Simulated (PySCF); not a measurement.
Bonding in `C[SiH2]P[SiH2]SC`

Species: C₂H₁₁PSSi₂.
Numbering: `[CH3:1][SiH2:2][PH:3][SiH2:4][S:5][CH3:6]` (hydrogens: H7, H8, H9 on C1; H10, H11 on Si2; H12 on P3; H13, H14 on Si4; H15, H16, H17 on C6)

Geometry (GFN2-xTB, Å), atoms numbered from 1 in this order:
```xyz
17
C2H11PSSi2 angstrom
C     -3.1675   -1.2030    0.7425
Si    -2.0895   -0.0919   -0.3547
P      0.0373   -0.4438    0.2489
Si     0.9959    1.3541   -0.6554
S      2.9844    1.5727    0.1153
C      3.5754   -0.1453   -0.0041
H     -4.2002   -1.1962    0.4086
H     -2.8151   -2.2310    0.7173
H     -3.1507   -0.8743    1.7786
H     -2.1661   -0.4840   -1.7645
H     -2.4913    1.3151   -0.2289
H     -0.0721    0.0857    1.5194
H      1.0657    1.1089   -2.0958
H      0.3996    2.6530   -0.3738
H      4.5062   -0.2013    0.5496
H      2.8361   -0.8114    0.4340
H      3.7449   -0.3952   -1.0469
```

Bond orders from the PBE0/pcSseg-1 density (PySCF). One conformer (not necessarily the lowest) at the GFN2-xTB geometry, without solvent, vibrations or thermal averaging.

(1) Where do the orders between heavy atoms depart from those drawn in the SMILES?

(2) Give the Mayer order of every bond, beside its length.

(3) Sum the orders of all bonds at each heavy atom with more than one neighbour and set the sums beside the valence in the SMILES.

## Answers

(1) The largest departure is 0.057, at Si2–P3 (drawn single, 0.943).

(2) 
| bond | drawn as | length (Å) | Mayer order |
| --- | --- | --- | --- |
| C1–Si2 | single | 1.897 | 0.963 |
| Si2–P3 | single | 2.239 | 0.943 |
| P3–Si4 | single | 2.229 | 0.949 |
| Si4–S5 | single | 2.144 | 0.977 |
| S5–C6 | single | 1.821 | 0.995 |
| C1–H7 | single | 1.085 | 0.958 |
| C1–H8 | single | 1.087 | 0.955 |
| C1–H9 | single | 1.087 | 0.956 |
| Si2–H10 | single | 1.465 | 0.941 |
| Si2–H11 | single | 1.469 | 0.914 |
| P3–H12 | single | 1.381 | 0.902 |
| Si4–H13 | single | 1.463 | 0.911 |
| Si4–H14 | single | 1.457 | 0.916 |
| C6–H15 | single | 1.085 | 0.959 |
| C6–H16 | single | 1.087 | 0.938 |
| C6–H17 | single | 1.086 | 0.950 |

(3) C1 3.832 (drawn 4), Si2 3.761 (drawn 4), P3 2.794 (drawn 3), Si4 3.753 (drawn 4), S5 1.972 (drawn 2), C6 3.842 (drawn 4). Orders between atoms that aren't bonded are not in these sums.

For a closed shell the Mayer order of atoms A and B is Σ (PS)μν (PS)νμ over the basis functions μ on A and ν on B, with P the density and S the overlap matrix.

The run behind these numbers computed NMR shieldings as well. Hardware: Intel Xeon at 2.50 GHz, one thread, no GPU (shared host). Cost: 68 s, 0.97 GiB resident at most.
